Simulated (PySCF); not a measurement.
## H2Se: from structure and modes to constants

Computed with B3LYP/[Se def2-TZVP, H def2-TZVP], no relativity, density fitting, PySCF.

The singlet minimum has C2v symmetry. Masses (u): Se 79.91652, H 1.00782.

```xyz
3
charge 0 multiplicity 1, angstrom
Se    0.0248    0.0049    0.0000
H    -0.9837   -0.1946    1.0514
H    -0.9837   -0.1946   -1.0514
```

Harmonic wavenumbers (cm⁻¹): 1065.3 (a1, ×1), 2412.2 (a1, ×1), 2424.1 (b2, ×1).

Question: What is the harmonic zero-point energy?

Answer: Half the sum of all 3 wavenumbers, 5902/2 = 2951 cm⁻¹, which is 35.3 kJ/mol (1 cm⁻¹ = 0.0119627 kJ/mol).

Question: Find the vibrational entropy and heat capacity at 298.15 K.

Answer: With u = 1.43878 ω/T, each mode gives S = R[u/(eᵘ−1) − ln(1−e⁻ᵘ)] and C = R u² eᵘ/(eᵘ−1)².
```csv
ω (cm⁻¹),u,S (J/(mol K)),C (J/(mol K))
1065.3,5.141,0.30,1.30
2412.2,11.641,0.00,0.01
2424.1,11.698,0.00,0.01
```
The sums over all modes are S = 0.3 and C = 1.3 J/(mol K); the softest mode gives 99 % of the entropy.
